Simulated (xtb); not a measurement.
COS, singlet, at a GFN2-xTB geometry; GFN1-xTB with GBSA(thf) (xtb).

xtb was given this input:
```
$ xtb mol.xyz --gfn 1 --gbsa thf --json

# file mol.xyz
3

O     -0.00000000    -0.00000000    -1.66686897
C     -0.00000000    -0.00000000    -0.51282480
S      0.00000000     0.00000000     1.02574379
```

Output, abridged:

```
   ID    Z sym.   atoms
    1    8 O      1
    2    6 C      2
    3   16 S      3

           -------------------------------------------------
          |                Calculation Setup                |
           -------------------------------------------------

           -------------------------------------------------
          |                 G F N 1 - x T B                 |
           -------------------------------------------------

      * Solvation model:               GBSA
        Solvent                        thf
        Parameter file                 internal GFN1-xTB/GBSA
        Dielectric constant                1.0000E+01
        Reference state                gsolv [1 M gas/solution]
        Free energy shift                  2.8487E-03 Eh       1.7876E+00 kcal/mol
        Temperature                        2.9815E+02 K
        Density                            8.8300E-01 kg/L
        Solvent mass                       7.2106E+01 g/mol
        Interaction kernel             Still
        Born radius scaling (c1)           1.6158E+00
        Born radii integrator          GBOBC
        Born offset                        0.0000E+00 a0       0.0000E+00 AA
        H-bond correction              true
        Ion screening                  false
        Surface tension                    1.0000E-05 Eh       1.5569E+01 dyn/cm
        Grid points                               230 per atom

          ...................................................
          :                      SETUP                      :
          :.................................................:
          :  # basis functions                  18          :
          :  # atomic orbitals                  17          :
          :  # shells                            7          :
          :  # electrons                        16          :
          :  # halogen bonds                     0          :
          :  max. iterations                   250          :
          :  Hamiltonian                  GFN1-xTB          :
          :  restarted?                      false          :
          :  GBSA solvation                   true          :
          :  PC potential                    false          :
          :  electronic temp.          300.0000000     K    :
          :  accuracy                    1.0000000          :
          :  -> integral cutoff          0.2500000E+02      :
          :  -> integral neglect         0.1000000E-07      :
          :  -> SCF convergence          0.1000000E-05 Eh   :
          :  -> wf. convergence          0.2000000E-04 e    :
          :  Broyden damping             0.4000000          :
          :  net charge                          0          :
          :  unpaired electrons                  0          :
          ...................................................

 iter      E             dE          RMSdq      gap      omega  full diag
   1    -10.4771061 -0.104771E+02  0.859E+00    6.27       0.0  T
   2    -10.5470464 -0.699403E-01  0.685E+00    4.72       1.0  T
   3    -10.6065936 -0.595472E-01  0.317E+00    5.42       1.0  T
   4    -10.6058796  0.713996E-03  0.147E+00    5.10       1.0  T
   5    -10.6105535 -0.467398E-02  0.150E-01    5.22       1.0  T
   6    -10.6106275 -0.739679E-04  0.100E-02    5.25       5.8  T
   7    -10.6106277 -0.164853E-06  0.357E-03    5.25      16.2  T
   8    -10.6106277 -0.417820E-07  0.299E-04    5.25     193.1  T
   9    -10.6106277 -0.236469E-09  0.337E-06    5.25   17115.4  T
  10    -10.6106277 -0.248690E-13  0.799E-07    5.25   72270.7  T

   *** convergence criteria satisfied after 10 iterations ***

         :::::::::::::::::::::::::::::::::::::::::::::::::::::
         ::                     SUMMARY                     ::
         :::::::::::::::::::::::::::::::::::::::::::::::::::::
         :: total energy             -10.502040977732 Eh    ::
         :: total w/o Gsasa/hb       -10.500714140974 Eh    ::
[...]
         :: HOMO-LUMO gap              5.246598340440 eV    ::
         ::.................................................::
         :: SCC energy               -10.610627711493 Eh    ::
         :: -> electrostatic           0.042197924272 Eh    ::
         :: -> Gsolv                  -0.004046828973 Eh    ::
         ::    -> Gelec               -0.002719992216 Eh    ::
         ::    -> Gsasa               -0.004175545667 Eh    ::
         ::    -> Ghb                  0.000000000000 Eh    ::
         ::    -> Gshift               0.002848708909 Eh    ::
         :: repulsion energy           0.109188227964 Eh    ::
         :: dispersion energy         -0.000601494202 Eh    ::
         :: halogen bond corr.         0.000000000000 Eh    ::
         :: add. restraining           0.000000000000 Eh    ::
         :: total charge               0.000000000000 e     ::
         :::::::::::::::::::::::::::::::::::::::::::::::::::::

           -------------------------------------------------
          |                Property Printout                |
           -------------------------------------------------

    * Orbital Energies and Occupations

         #    Occupation            Energy/Eh            Energy/eV
      -------------------------------------------------------------
         1        2.0000           -0.9068278             -24.6760
         2        2.0000           -0.8546314             -23.2557
         3        2.0000           -0.6830236             -18.5860
         4        2.0000           -0.6493989             -17.6710
         5        2.0000           -0.6493989             -17.6710
         6        2.0000           -0.5809458             -15.8083
         7        2.0000           -0.4759163             -12.9503
         8        2.0000           -0.4759163             -12.9503 (HOMO)
         9                         -0.2831074              -7.7037 (LUMO)
        10                         -0.2831074              -7.7037
        11                         -0.1691322              -4.6023
        12                         -0.0697946              -1.8992
        13                         -0.0697946              -1.8992
        14                          0.0076177               0.2073
        15                          0.0076177               0.2073
        16                          0.3817124              10.3869
        17                          1.2754548              34.7069
      -------------------------------------------------------------
                  HL-Gap            0.1928089 Eh            5.2466 eV
             Fermi-level           -0.3795119 Eh          -10.3270 eV

  Mulliken/CM5 charges         n(s)   n(p)   n(d)
     1O    -0.39572 -0.43961   1.723  4.673  0.000
     2C     0.51154  0.57566   1.021  2.468  0.000
     3S    -0.11582 -0.13605   1.904  4.218 -0.006

Wiberg/Mayer (AO) data.
largest (>0.10) Wiberg bond orders for each atom

 ---------------------------------------------------------------------------
     #   Z sym  total        # sym  WBO       # sym  WBO       # sym  WBO
 ---------------------------------------------------------------------------
     1   8 O    2.256 --     2 C    1.898     3 S    0.358
     2   6 C    3.885 --     3 S    1.987     1 O    1.898
     3  16 S    2.345 --     2 C    1.987     1 O    0.358
 ---------------------------------------------------------------------------

Topologies differ in total number of bonds
Writing topology from bond orders to xtbtopo.mol

 dipole moment from electron density (au)
     X       Y       Z
  -0.0000   0.0000   0.7064  total (Debye):    1.796

           -------------------------------------------------
          | TOTAL ENERGY              -10.502040977732 Eh   |
          | GRADIENT NORM               0.018586010697 Eh/α |
          | HOMO-LUMO GAP               5.246598340440 eV   |
           -------------------------------------------------

normal termination of xtb
```
